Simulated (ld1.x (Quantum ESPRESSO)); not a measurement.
## Logarithmic derivatives: chromium, ultrasoft

- Element: Cr
- Generator: ld1.x (Quantum ESPRESSO) 7.5
- Type: ultrasoft
- Functional: LDA (PZ)
- Relativity: scalar-relativistic
- Frozen core: [Ne]
- Valence charge: 14
- Reference configuration: 3s2 3p6 3d5 4s0.75 4p0 (charge +0.25)
- Partial waves: 3s (bound): rcut 1.20, rcutus 1.40 bohr; 4s (bound): rcut 1.20, rcutus 1.40 bohr; 3p (bound): rcut 1.35, rcutus 1.75 bohr; 4p (bound, empty): rcut 1.35, rcutus 1.75 bohr; 3d (bound): rcut 0.95, rcutus 1.00 bohr; 3d channel at 2.15 Ry: rcut 0.95, rcutus 1.00 bohr
- Local potential: all-electron potential smoothed inside 1.30 bohr (lloc = -1)
- Core correction: Bessel-smoothed model core inside 0.70 bohr
- Augmentation charge: PSQ, inside the norm-conserving radii

The phase is arctan(r·u′/u) with u = r·R(r), unwrapped; energies in Ry, scanned from -8 to 5 Ry. A pole is an energy at which the radial function vanishes at the test radius. The pseudo phase is shifted by a multiple of π to meet the all-electron one at the reference energy, and phase errors are pseudo minus all-electron; the curves can meet again beyond the range given. Levels narrower than the energy grid can be missing from the lists of poles.

```json
{"channel": "s", "radius (bohr)": "1.90", "reference energy (Ry)": "-0.41", "poles, all-electron": "-5.31", "poles, pseudo": "-5.31", "unbroken range about the reference energy with phases within 0.05 rad": "the whole range", "phase error 1 Ry above the reference energy (rad)": "+0.000"}
{"channel": "p", "radius (bohr)": "1.90", "reference energy (Ry)": "-0.17", "poles, all-electron": "-3.11", "poles, pseudo": "-3.05, 0.81", "unbroken range about the reference energy with phases within 0.05 rad": "-0.2 to 0.0", "phase error 1 Ry above the reference energy (rad)": "-2.557"}
{"channel": "d", "radius (bohr)": "1.90", "reference energy (Ry)": "-0.35", "poles, all-electron": "0.43", "poles, pseudo": "0.43", "unbroken range about the reference energy with phases within 0.05 rad": "the whole range", "phase error 1 Ry above the reference energy (rad)": "+0.000"}
```

The ghost test of this file was not conclusive. Its overlap operator is not positive definite in a basis up to 400 Ry (lowest eigenvalue p -228.31), so the file is unfit for use: the generalised eigenproblem breaks down once the basis is large enough, and its test numbers describe a broken file.

Phases in the s channel:

| E (Ry) | all-electron | pseudo |
| --- | --- | --- |
| -8.00 | 1.341 | 1.341 |
| -7.76 | 1.333 | 1.333 |
| -7.52 | 1.324 | 1.324 |
| -7.28 | 1.313 | 1.313 |
| -7.04 | 1.298 | 1.298 |
| -6.80 | 1.280 | 1.280 |
| -6.56 | 1.252 | 1.252 |
| -6.32 | 1.206 | 1.206 |
| -6.08 | 1.109 | 1.109 |
| -5.84 | 0.747 | 0.747 |
| -5.60 | -1.064 | -1.064 |
| -5.36 | -1.539 | -1.539 |
| -5.12 | -1.651 | -1.651 |
| -4.88 | -1.703 | -1.703 |
| -4.64 | -1.735 | -1.735 |
| -4.40 | -1.758 | -1.758 |
| -4.16 | -1.777 | -1.777 |
| -3.92 | -1.794 | -1.793 |
| -3.68 | -1.809 | -1.809 |
| -3.44 | -1.823 | -1.823 |
| -3.20 | -1.838 | -1.838 |
| -2.96 | -1.853 | -1.853 |
| -2.72 | -1.870 | -1.869 |
| -2.48 | -1.887 | -1.887 |
| -2.24 | -1.906 | -1.905 |
| -2.00 | -1.926 | -1.926 |
| -1.76 | -1.950 | -1.950 |
| -1.52 | -1.976 | -1.976 |
| -1.28 | -2.006 | -2.006 |
| -1.04 | -2.042 | -2.042 |
| -0.80 | -2.085 | -2.085 |
| -0.56 | -2.136 | -2.136 |
| -0.32 | -2.199 | -2.199 |
| -0.08 | -2.279 | -2.279 |
| 0.16 | -2.380 | -2.380 |
| 0.40 | -2.511 | -2.511 |
| 0.64 | -2.681 | -2.681 |
| 0.88 | -2.896 | -2.896 |
| 1.12 | -3.149 | -3.148 |
| 1.36 | -3.415 | -3.414 |
| 1.60 | -3.659 | -3.658 |
| 1.84 | -3.862 | -3.861 |
| 2.08 | -4.021 | -4.019 |
| 2.32 | -4.144 | -4.142 |
| 2.56 | -4.238 | -4.237 |
| 2.80 | -4.313 | -4.311 |
| 3.04 | -4.372 | -4.371 |
| 3.28 | -4.421 | -4.419 |
| 3.52 | -4.462 | -4.460 |
| 3.76 | -4.496 | -4.494 |
| 4.00 | -4.525 | -4.523 |
| 4.24 | -4.550 | -4.548 |
| 4.48 | -4.572 | -4.570 |
| 4.72 | -4.592 | -4.590 |
| 4.96 | -4.609 | -4.607 |
